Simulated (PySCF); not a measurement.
Job file and geometry (Å, from GFN2-xTB) of an NMR shielding run on SMILES C=C(CC1CC1)[B@@H-]([NH3+])P, C₆H₁₅BNP, GIAO PBE0/pcSseg-1 NMR shielding, non-relativistic, gas phase in PySCF 2.14.0, density-fitted response routines; density fitting, a coarse starting grid and PySCF grid level 2 are the driver's defaults:

```
$ OMP_NUM_THREADS=1 python probes_run.py task.json out

{"job": {"kind": "nmr", "xc": "PBE0", "basis": "pcSseg-1"}, "charge": 0, "multiplicity": 1}
C      1.075474    -1.557385    -1.934132
C      0.808891    -0.766902    -0.899754
C     -0.477842    -1.005494    -0.132922
C     -1.561155     0.005721    -0.465779
C     -2.913116    -0.125675     0.165309
C     -2.020597     1.019019     0.547722
B      1.831594     0.355334    -0.405178
N      0.997232     1.743757    -0.148070
P      2.656447    -0.046153     1.366399
H      1.973619    -1.435277    -2.516063
H      0.423815    -2.363988    -2.240950
H     -0.278919    -0.981055     0.942976
H     -0.856760    -2.003611    -0.373624
H     -1.546478     0.326211    -1.502312
H     -3.056973    -0.912085     0.890593
H     -3.789598     0.081353    -0.429658
H     -2.300344     2.010719     0.218300
H     -1.596171     0.992410     1.543383
H      2.693758     0.625463    -1.178478
H      0.748045     2.165434    -1.037256
H      1.579995     2.379750     0.389354
H      0.146556     1.524339     0.368694
H      3.612458    -0.925284     0.899039
H      1.838333    -1.086837     1.773427
```

Problem. What does the program print?

Solution. 
```
coarse grid: 19592 points
cycle   1  E = -657.8829642446  dE =  1.043e+00  |g| = 5.035e-01  |ddm| = 4.269e+00
cycle   2  E = -657.8850803137  dE = -2.116e-03  |g| = 5.179e-01  |ddm| = 1.373e+00
cycle   3  E = -657.9613904472  dE = -7.631e-02  |g| = 7.860e-02  |ddm| = 7.491e-01
cycle   4  E = -657.9625405942  dE = -1.150e-03  |g| = 4.773e-02  |ddm| = 1.465e-01
cycle   5  E = -657.9630781133  dE = -5.375e-04  |g| = 1.072e-02  |ddm| = 4.730e-02
cycle   6  E = -657.9631083349  dE = -3.022e-05  |g| = 2.582e-03  |ddm| = 1.678e-02
cycle   7  E = -657.9631097901  dE = -1.455e-06  |g| = 5.207e-04  |ddm| = 3.448e-03
final grid: 181960 points
cycle   8  E = -658.0134793585  dE = -9.620e-05  |g| = 1.029e-02  |ddm| = 5.711e-02
cycle   9  E = -658.0134681127  dE =  1.125e-05  |g| = 1.234e-02  |ddm| = 2.275e-02
cycle  10  E = -658.0135066211  dE = -3.851e-05  |g| = 1.531e-03  |ddm| = 1.350e-02
cycle  11  E = -658.0135071547  dE = -5.336e-07  |g| = 4.875e-04  |ddm| = 2.035e-03
cycle  12  E = -658.0135072130  dE = -5.826e-08  |g| = 1.251e-04  |ddm| = 5.169e-04
cycle  13  E = -658.0135072166  dE = -3.615e-09  |g| = 3.815e-05  |ddm| = 1.598e-04
cycle  14  E = -658.0135072169  dE = -3.347e-10  |g| = 6.296e-06  |ddm| = 4.170e-05
converged SCF energy = -658.0135072169

GIAO shielding tensors (ppm)
atom      isotropic    diamagn.    paramagn.     s11        s22        s33       span
  0 C       61.204     252.188    -190.983    -40.961     87.164    137.411    178.372
  1 C       19.437     259.445    -240.008   -108.101     -4.602    171.016    279.117
  2 C      140.323     246.970    -106.647    125.138    135.835    159.995     34.857
  3 C      168.496     249.395     -80.899    143.225    149.680    212.584     69.359
  4 C      177.469     256.946     -79.477    151.222    174.603    206.582     55.360
  5 C      176.006     253.636     -77.630    143.317    174.033    210.669     67.352
  6 B      116.290     188.252     -71.962    109.256    114.025    125.588     16.332
  7 N      208.131     319.107    -110.976    192.184    207.656    224.554     32.370
  8 P      545.301     968.062    -422.761    479.700    542.535    613.669    133.969
  9 H       26.316      31.495      -5.178     23.493     24.433     31.024      7.531
 10 H       26.333      32.224      -5.891     22.678     24.932     31.390      8.712
 11 H       29.926      33.463      -3.537     26.146     29.146     34.486      8.339
 12 H       28.915      33.583      -4.668     23.466     28.848     34.430     10.963
 13 H       31.272      33.573      -2.300     25.444     29.620     38.752     13.308
 14 H       31.279      32.035      -0.756     25.482     28.756     39.599     14.117
 15 H       30.890      30.896      -0.006     25.018     26.351     41.301     16.283
 16 H       31.375      30.957       0.417     25.843     27.053     41.228     15.385
 17 H       31.799      32.038      -0.239     27.925     28.627     38.844     10.919
 18 H       28.683      31.434      -2.751     26.385     28.277     31.388      5.002
 19 H       28.688      31.510      -2.822     23.976     24.261     37.828     13.852
 20 H       28.604      29.804      -1.200     22.218     25.539     38.054     15.836
 21 H       26.806      34.529      -7.723     18.183     22.216     40.018     21.836
 22 H       30.395      31.156      -0.761     25.814     27.121     38.250     12.436
 23 H       30.632      31.342      -0.710     25.223     30.878     35.796     10.573
```

Size and cost of the density-fitted run: 235 basis functions, 100 s wall time on 1 thread of an Arm Neoverse N1, shared host; peak memory 1.2 GiB.
